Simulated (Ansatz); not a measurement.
Species: C2F3, net charge 1, singlet state. 
Coordinates optimised at B3LYP-D3(BJ)/def2-TZVP (Ansatz, a first-principles code):
```
C
F 1 1.2638
F 1 1.2638 2 117.30
C 1 1.4246 2 119.18 3 156.45
F 4 1.2298 1 129.59 2 102.00
```
Charge +1, spin multiplicity 1.

Basis-set convergence of Hartree-Fock and MP2 correlation energies (hartree) with Ansatz. Correlated levels leave the core frozen unless marked. No spin-orbit coupling. Non-relativistic.

The Hartree-Fock reference is unstable (checked in the largest basis), which strains HF and MP2. 

| basis | functions | E(HF) | E(corr, MP2) |
|---|---|---|---|
| cc-pVDZ | - | -373.57393 | -0.78449 |
| cc-pVTZ | 150 | [?] | [?] |

**Question.** Complete the blanks.

**Answer.** 
- cc-pVTZ, E(HF): -373.70228
- cc-pVTZ, E(corr, MP2): -1.01107
